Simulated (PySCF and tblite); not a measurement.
Values are calculated unless marked as measured or tabulated.
C5H9FO, numbered as in [CH3:1][O:2][C@@H:3]1[CH2:4][CH2:5][C@@H:6]1[F:7].

Conformers came from 60 starts (ETKDG, MMFF94s, GFN2-xTB); geometries are GFN2-xTB. Free energies are B3LYP-D3(BJ)/pcSseg-1 (IEF-PCM, benzene) single points with GFN2-xTB rigid-rotor and vibrational terms (modes under about 100 cm⁻¹ blended into free rotors). Symmetry numbers and mirror images are counted. Conformers within 2.5 kcal/mol (GFN2-xTB free energy) were kept, 6 at most. Programs: PySCF with density fitting and tblite.

Torsions listed: C1–O2–C3–C4. The 4-ring runs over atoms 3–4–5–6.

```json
{"conformer": "1", "shape": "4-ring flat; -82°", "symmetry": "C1", "dipole D": "3.18"}
{"conformer": "2", "shape": "4-ring puckered (ring torsions 10, -10, 10, -10°); -76°", "symmetry": "C1", "dipole D": "3.19"}
{"conformer": "3", "shape": "4-ring puckered (ring torsions -11, 11, -10, 10°); -179°", "symmetry": "C1", "dipole D": "2.01"}
{"conformer": "4", "shape": "4-ring flat; 178°", "symmetry": "C1", "dipole D": "2.25"}
```

Which of these conformers is the most populated at 298.15 K, and with what share?

Conformer 3, about 55 %. The lead over the next is within the error of the method.

Give the DFT energies and free energies relative to the lowest, and all weights.


```json
{"conformer": "1", "shape": "4-ring flat; -82°", "E(DFT) kcal/mol": "1.84", "G(298.15 K) kcal/mol": "1.51", "weight %": "4.3"}
{"conformer": "2", "shape": "4-ring puckered (ring torsions 10, -10, 10, -10°); -76°", "E(DFT) kcal/mol": "1.65", "G(298.15 K) kcal/mol": "1.42", "weight %": "4.9"}
{"conformer": "3", "shape": "4-ring puckered (ring torsions -11, 11, -10, 10°); -179°", "E(DFT) kcal/mol": "0.00", "G(298.15 K) kcal/mol": "0.00", "weight %": "54.7"}
{"conformer": "4", "shape": "4-ring flat; 178°", "E(DFT) kcal/mol": "0.47", "G(298.15 K) kcal/mol": "0.25", "weight %": "36.0"}
```

How does its share change from 250 K to 350 K?

From 60 % to 51 %; the mixing entropy goes from 1.76 to 2.11 cal/(mol K).

GFN2-xTB leaves a saturated small ring flat here that puckers in reality.


Conformer gaps in pcSseg-1 on xTB geometries can be 2 kcal/mol off for S=O, P=O and other polar bonds.